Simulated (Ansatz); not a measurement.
Consider the hydrogenolysis of the Sb–N bond: `C[CH2][Sb]([SiH3])[N](C)C` + H₂ → `C[CH2][SbH][SiH3]` + `CNC`.

Calculated with Ansatz (gas phase, PBE0-D4/def2-TZVP geometries, no zero-point term in ΔE). CBS: MP2 limit from def2 TZ/QZ plus the TZ coupled-cluster correction, frozen cores. This one scheme is used for every species. DFT in def2-TZVPP. Elements past krypton have def2 core potentials. For Sb outer-core shells are correlated without core-valence functions, which leaves a few kJ/mol of doubt a bond. Each species was taken in one conformer, which may not be the lowest.

| level | ΔE (eV) |
| --- | --- |
| B97M-V | -0.51 |
| r2SCANh-D4 | -0.49 |
| r2SCANh | -0.55 |
| MP2/def2-SVP | -0.51 |

Q: What does CCSD(T)/CBS give? (Best estimate.)

A: Ansatz gave: -0.37 eV. The listed levels differ from it by -0.14, -0.12, -0.18, -0.14 eV.

Largest T1 diagnostic among the species: 0.013.

Leaving LDA and LC-ωPBE aside and taking each functional with its dispersion term where it has one, the values, not all of them listed here, spread over 0.25 eV, from B2PLYP to revPBE-D4. LDA lies +0.13 eV from PBE without D4. From PBE to PBE0 (25 % exact exchange), in def2-TZVPP and without D4, ΔE moves by −0.09 eV. In def2-TZVPP, CCSD(T) changes the Hartree–Fock value by +0.55 eV (the triples alone add +0.11 eV) and MP2 by +0.68 eV.

CCSD(T)/CBS has its own doubt, a few kJ/mol and more with outer-core shells, so smaller differences from it don't rank the levels.
